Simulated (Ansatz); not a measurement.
Li₄Br₃⁺. Total charge 1; singlet. Geometry r2SCAN-D4/def2-SVP.

```tsv
atom	x (Å)	y (Å)	z (Å)
Li1	-2.010	6.470	-1.549
Li2	0.593	-2.164	0.606
Li3	-0.594	2.193	-0.476
Li4	2.054	-6.499	1.355
Br5	-0.007	0.027	0.122
Br6	-1.343	4.367	-1.068
Br7	1.307	-4.394	1.010
```

Another isomer (singlet) lies 1.12 eV lower at PBE0-D4/def2-TZVP; other spin states weren't run for this one.

Task: Estimate the orbital energies around the gap (eV) in Ansatz with HF/def2-TZVP, PBE-D4/def2-TZVP, r2SCAN-D4/def2-TZVP, B97M-V/def2-TZVP, PBE0-D4/def2-TZVP.

Result: 
```
orbital  HF/def2-TZVP  PBE-D4/def2-TZVP  r2SCAN-D4/def2-TZVP  B97M-V/def2-TZVP  PBE0-D4/def2-TZVP
 HOMO−5        -13.57             -9.48                -9.76             -9.77             -10.72
 HOMO−4        -13.57             -9.48                -9.76             -9.77             -10.72
 HOMO−3        -13.56             -9.48                -9.75             -9.76             -10.71
 HOMO−2        -13.56             -9.48                -9.75             -9.76             -10.71
 HOMO−1        -12.98             -8.91                -9.19             -9.20             -10.14
   HOMO        -12.98             -8.91                -9.19             -9.20             -10.14
   LUMO         -2.56             -4.44                -3.52             -4.18              -3.89
 LUMO+1         -2.56             -4.44                -3.50             -4.17              -3.88
 LUMO+2         -0.72             -3.09                -2.41             -2.88              -2.48
 LUMO+3         -0.46             -2.84                -2.03             -2.55              -2.22
 LUMO+4         -0.46             -2.83                -2.02             -2.55              -2.22
 LUMO+5         -0.45             -2.80                -1.95             -2.51              -2.18
```
